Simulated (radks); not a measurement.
Values are calculated unless marked as measured or tabulated.
Task: These are the eigenvalues of the occupied orbitals of an atom or ion with whole-number occupations (eV). Level of theory: scalar-relativistic Kohn-Sham, PBEsol, spin-polarised, spherical densities, finite nucleus; Fermi nuclear charge, rms radius of each element as measured or else 0.836 A^(1/3) + 0.57 fm (a radial shooting solver on a logarithmic mesh with Libxc functionals).

| orbital | eigenvalue |
|---|---|
| 1s up | -98747.40 |
| 1s down | -98717.14 |
| 2s up | -24846.00 |

Which element is it, and in what charge state? The configuration may be excited. Open shells, if any, are filled with parallel spins first.

Result: Z = 82, lead, charge +79: Pb79+ in [He] 2s1. The list shows which subshells hold electrons but not how many an open one holds; the 1s level, -3628.9 hartree, gives Z - s = 85.2 by -(Z - s)^2/2, which with screening and relativity narrows Z to a few neighbours, and the depths of the outer levels then fix element, charge and occupations together.
